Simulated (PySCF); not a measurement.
# Adding and removing an electron: GaF

PBE0; PySCF, scalar-relativistic core potentials, basis sets Ga cc-pVTZ-PP with ECP10, F cc-pVTZ. Neutral (UKS): singlet (closed shell), Re = 1.785 Å, ωe = 620 cm⁻¹, De = 5.92 eV, HOMO -7.86 eV, LUMO -1.34 eV.

GaF⁺ (UKS): doublet (σ ↑), Re = 1.707 Å, ωe = 702 cm⁻¹, De = 1.46 eV to Ga⁺ + F. The energies at the minima are -359.29986 hartree for GaF and -358.91721 for GaF⁺.

Q: Work out the adiabatic ionisation energy, without and with harmonic zero-point energies (1 hartree = 27.2114 eV, 1 eV = 8065.5 cm⁻¹), and the change of the bond length.

A: At PBE0: 0.38265 hartree = 10.412 eV between the minima; the zero-point term (702.0 − 620.0)/2 cm⁻¹ = +0.005 eV makes it 10.418 eV. Re changes by -7.8 pm against the neutral. Minus the HOMO energy is 7.86 eV, -2.55 eV from the value between the minima; self-interaction puts the Kohn–Sham level too high, less so with exact exchange. The electron leaves a σ orbital, and the shorter bond of the ion fits an antibonding orbital, or a change in how ionic the bond is.

Spin–orbit coupling is left out. For an ion De counts to the pair picked by the measured ionisation energies or electron affinities, which need not be the lowest pair at this level. States were picked by a PBE0 search and need not be the measured ground states.
